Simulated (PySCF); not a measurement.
## Fine-structure interval of La(38+) by level of theory

La(38+) [Ar] 3d1 [3d3/2^1, M_J = 3/2] → La(38+) [Ar] 3d1 [3d5/2^1, M_J = 5/2], as a difference of total energies. All numbers are calculated (PySCF 2.14, the two-component X2C-1e Hamiltonian, in an even-tempered Gaussian basis (16 s from 7.7 bohr⁻², ratio 2.8; 12 p from 10 bohr⁻², ratio 2.8; 8 d from 10 bohr⁻², ratio 2.8; 3 f from 30 bohr⁻², ratio 3)). Correlated levels: [Ne] frozen; the 74 highest virtual spinors dropped. "Screened" scales the spin-orbit matrix elements by Boettger's factors to mimic the two-electron term; Breit and QED terms are absent.

| method | fine-structure interval (cm⁻¹) |
| --- | --- |
| GHF (screened spin-orbit) | 179020 |
| GMP2 (screened spin-orbit) | 179110 |
| GHF (bare spin-orbit) | 217310 |
